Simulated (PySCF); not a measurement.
## Polarisability as a sum over states

Species: bromine monochloride, BrCl.
Numbering: `[Cl:1][Br:2]`

Geometry (PBE0-D3(BJ)/def2-TZVP, Å), atoms numbered from 1 in this order:
```xyz
2
BrCl angstrom
Cl    -0.9743   -0.4148    0.0942
Br     0.9920    0.3858   -0.1063
```

The calculation used TDDFT CAM-B3LYP/aug-cc-pVTZ, vertical, gas phase, core orbitals frozen in the response in PySCF 2.14.0, density-fitted response routines. Geometry: PBE0-D3(BJ)/def2-TZVP; no solvent, vibrations or thermal averaging. Relativistic effects, spin–orbit coupling among them, are left out although an element past zinc is present.

Excitation energies and transition dipoles (atomic units, axes of the coordinates) of those of the lowest 10 singlets that add 0.02 au or more to the mean polarisability:

```json
{"state": "S1", "ΔE (hartree)": "0.1189", "μx": "0.005", "μy": "-0.036", "μz": "-0.098"}
{"state": "S2", "ΔE (hartree)": "0.1189", "μx": "-0.040", "μy": "0.090", "μz": "-0.035"}
{"state": "S5", "ΔE (hartree)": "0.2819", "μx": "-0.105", "μy": "0.256", "μz": "-0.013"}
{"state": "S6", "ΔE (hartree)": "0.2819", "μx": "-0.019", "μy": "-0.022", "μz": "-0.275"}
{"state": "S7", "ΔE (hartree)": "0.3174", "μx": "0.053", "μy": "-0.246", "μz": "-0.470"}
{"state": "S8", "ΔE (hartree)": "0.3174", "μx": "-0.199", "μy": "0.429", "μz": "-0.247"}
{"state": "S9", "ΔE (hartree)": "0.3184", "μx": "1.311", "μy": "0.534", "μz": "-0.133"}
```

Question: What does each state add to αxx, αyy and αzz, and how do the sums compare with the full static tensor?

Answer: Each state adds 2 μα² / ΔE.

```csv
state,αxx (au),αyy (au),αzz (au)
S1,0.00,0.02,0.16
S2,0.03,0.14,0.02
S5,0.08,0.46,0.00
S6,0.00,0.00,0.54
S7,0.02,0.38,1.39
S8,0.25,1.16,0.38
S9,10.80,1.79,0.11
all 10 states,11.2,4.0,2.6
full response,47.8,33.3,30.6
share (%),23,12,9
```

The rest comes from the higher roots of the same response equations.

Question: Give the full tensor and its principal values.

Answer: In au, rows and columns x, y, z:
```
x   47.8  7.1 -1.8
y    7.1 33.3 -0.7
z   -1.8 -0.7 30.6
```
Principal values 30.4, 30.4 and 50.9 au; mean 37.2 au (5.52 Å³).

Question: By how much does the contribution of these states grow at 632.8 nm?

Answer: With ω = 0.0720 hartree each state's term in the mean polarisability goes from f / ΔE² to f / (ΔE² − ω²), f = (2/3) ΔE |μ|²; the sum over all 10 states goes from 5.92 to 6.31 au, a rise of 0.39 au.

On Arm Neoverse N1, one thread, no GPU (shared host), this took 6.4 s wall and 0.41 GiB of memory at its peak.
